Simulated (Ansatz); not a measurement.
Consider the cleavage of the Si–Si bond: `N[Si](N)(O)[SiH3]` + `BOCO` → `BOCO[SiH3]` + `N[SiH](N)O`.

Calculated with Ansatz (gas phase, PBE0-D4/def2-TZVP geometries, no zero-point term in ΔE). CBS: MP2 limit from def2 TZ/QZ plus the TZ coupled-cluster correction, frozen cores. Functionals use def2-TZVPP. B3LYP here is the variant with VWN-RPA as its local correlation; programs differ in this. One conformer a species, not always the lowest.

`N[Si](N)(O)[SiH3]`:

Cartesian coordinates in Å:
```
N -0.186 -1.314 -1.302
Si 0.259 -0.322 0.029
N -0.584 -1.008 1.347
O 1.910 -0.305 0.066
Si -0.287 1.956 -0.050
H -1.159 -1.533 -1.452
H 0.298 -1.206 -2.179
H -0.670 -0.527 2.227
H -0.661 -2.007 1.454
H 2.347 -1.160 0.072
H -0.062 2.627 1.263
H 0.521 2.671 -1.076
H -1.725 2.128 -0.399
```

`BOCO`:

Cartesian coordinates in Å:
```
B 1.140 0.709 0.823
O -0.086 0.166 0.731
C -0.459 -0.634 -0.375
O -1.283 0.064 -1.237
H 1.965 0.476 -0.019
H 1.357 1.404 1.771
H -0.951 -1.520 0.040
H 0.427 -0.921 -0.948
H -2.111 0.256 -0.786
```

`BOCO[SiH3]`:

Cartesian coordinates in Å:
```
B -1.665 0.797 -1.325
O -0.523 0.154 -1.020
C 0.517 0.787 -0.306
O 0.590 0.293 0.983
Si 0.837 -1.307 1.336
H -1.798 1.953 -1.026
H -2.502 0.170 -1.902
H 1.443 0.585 -0.857
H 0.331 1.864 -0.248
H 1.876 -1.860 0.424
H -0.408 -2.102 1.202
H 1.302 -1.334 2.741
```

`N[SiH](N)O`:

```xyz
10

N     1.210   -0.698    0.414
Si   -0.104   -0.065   -0.485
N    -1.390    0.020    0.632
O     0.438    1.318   -1.198
H     2.133   -0.710    0.011
H     1.064   -1.491    1.017
H    -0.617   -0.834   -1.644
H    -1.262    0.399    1.557
H    -2.342    0.109    0.318
H     0.869    1.952   -0.622
```

CCSD(T)/CBS gives -92.2 kJ/mol.

(1) Another level gave -89.3 kJ/mol. Which?
A. SCS-MP2/def2-TZVPP
B. ωB97M-V/def2-TZVPP
C. r2SCAN-D4/def2-TZVPP
D. B3LYP-D4/def2-TZVPP

Largest T1 diagnostic among the species: 0.013.

## Answers

(1) D. B3LYP-D4 -89.3, SCS-MP2/def2-TZVPP -104.3, ωB97M-V -94.1, r2SCAN-D4 -84.7 kJ/mol.

In def2-TZVPP, CCSD(T) changes the Hartree–Fock value by +24.5 kJ/mol (the triples alone add +3.4 kJ/mol) and MP2 by +16.5 kJ/mol. From PBE to PBE0 (25 % exact exchange), in def2-TZVPP and without D4, ΔE moves by −8.3 kJ/mol.
